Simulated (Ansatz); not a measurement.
Isolated molecules relaxed with PBE0-D4/def2-TZVP in Ansatz; ΔE leaves out vibrations. CCSD(T)/CBS is the MP2 limit (def2-TZVPP, def2-QZVPP) plus CCSD(T) − MP2 in def2-TZVPP, frozen cores. Each species was taken in one conformer, which may not be the lowest.

`CO[SiH2]O[SiH](O)O` + `C=C[Si@@H](O)[Si@@H](O)F` → `C=C[SiH](O)[SiH](O)O` + `CO[SiH2]O[SiH](O)F`  (redistribution)

```tsv
species	MP2/def2-QZVPP energy (Eh)
`CO[SiH2]O[SiH](O)O`	-921.79435
`C=C[Si@@H](O)[Si@@H](O)F`	-908.58794
`C=C[SiH](O)[SiH](O)O`	-884.55536
`CO[SiH2]O[SiH](O)F`	-945.82844
```

Question: Work out ΔE.

Answer: ΔE = (-884.55536) + (-945.82844) − (-921.79435) − (-908.58794) = -0.00151 Eh = -0.04 eV. CCSD(T)/CBS gives -0.04 eV.

Largest T1 diagnostic among the species: 0.012.

In def2-TZVPP, CCSD(T) changes the Hartree–Fock value by −0.06 eV (the triples alone add −0.01 eV) and MP2 by −0.07 eV. The D4 term adds −0.03 eV with B3LYP and −0.02 eV with PBE0; it sums over pairs of atoms, weighted by their polarisabilities, and B3LYP, whose exchange is more repulsive, gets the larger term.

B3LYP here is the variant with VWN-RPA as its local correlation; programs differ in this.
